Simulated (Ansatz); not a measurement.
Basis sets compared for In₉As₈H₂₄⁻. Charge -1, multiplicity 1. Geometry PBE-D4/def2-SVP. Ansatz on 4 threads of AMD EPYC 7R13 on a shared host and a share (37 GiB) of an NVIDIA H100 80GB HBM3; times are rough, and most runs start from earlier orbitals.

```xyz
41

As   -4.3996   -0.4321   -0.5442
As   -0.3167   -2.3823   -1.7540
As    2.3805    3.7929    0.1555
As    3.2108    0.0628   -0.9367
As   -0.8253    1.7022   -1.1092
As   -1.8877   -2.4680    2.1414
As    1.2481    0.3748    2.4707
As    2.0623   -3.5158    1.1001
In   -3.1563    1.1910   -2.3659
In    0.1964    4.1865   -1.4326
In    0.8625    0.0398   -2.2409
In   -4.0964   -2.9091    0.6570
In   -0.6206   -3.9789    0.4449
In    4.5490    2.4287   -0.7063
In    1.4933    3.0460    2.5219
In    3.2128   -1.0972    1.4373
In   -1.0757    1.2934    1.4663
H    -4.8229    0.5311    0.5674
H    -5.8046   -0.5210   -1.1599
H     0.0767   -3.2927   -2.9218
H    -1.7432   -2.1356   -2.2458
H     2.9204    5.1828    0.5181
H     4.1184   -0.8521   -1.7683
H    -2.2173   -3.6881    3.0355
H     0.9863   -0.0238    3.9244
H     3.0757   -4.2878    0.2423
H     2.3951   -4.2692    2.3934
H    -2.8082    0.1372   -3.7256
H    -4.1241    2.6486   -2.4706
H     0.7647    4.3214   -3.0834
H    -0.8226    5.3449   -0.6074
H     1.1189    0.1476   -3.9680
H    -3.8347   -3.9175   -0.7718
H    -5.5641   -3.0918    1.6091
H    -0.6723   -5.6572   -0.0472
H     4.9761    2.9933   -2.3054
H     5.6879    2.2183    0.6083
H     1.7568    3.9148    4.0081
H    -0.4212    3.0789    2.1114
H     4.6690   -1.1709    2.3987
H    -2.5482    1.0540    2.3530
```

In the def2 sets In takes a core potential; there is no spin–orbit coupling. Single mean-field runs in def2-SVP, def2-TZVP are fitted with def2-universal-jkfit.

| level | functions | energy (Eh) | HOMO (eV) | LUMO (eV) | wall time |
| --- | --- | --- | --- | --- | --- |
| PBE-D4/def2-SVP | 610 | -19608.1431 | -2.92 | 0.14 | 4.6 s |
| PBE0-D4/def2-SVP (with forces) | 610 | -19608.7061 | -3.83 | 0.84 | 10 s |

**Question.** Estimate the rows for PBE-D4/def2-TZVP, PBE0-D4/def2-TZVP.

**Answer.** 
```
            level  functions  energy (Eh)  HOMO (eV)  LUMO (eV)  wall time
 PBE-D4/def2-TZVP        978  -19610.4444      -3.03       0.01      8.6 s
PBE0-D4/def2-TZVP        978  -19610.9896      -3.90       0.73       11 s
```
